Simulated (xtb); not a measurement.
CuH, SMILES [CuH] (connectivity only; charge and spin as stated), neutral, multiplicity 1. All values are semi-empirical tight-binding results from xtb (GFN2-xTB unless named), good for trends rather than for accurate numbers. Geometry optimised at GFN2-xTB. The spin state was assumed, not searched.

For metal compounds this method's bond lengths and energies can be far off.

```
Item                          Result
---------------------------  -------
point group as xtb finds it      C∞v
orbital gap                  5.47 eV
```
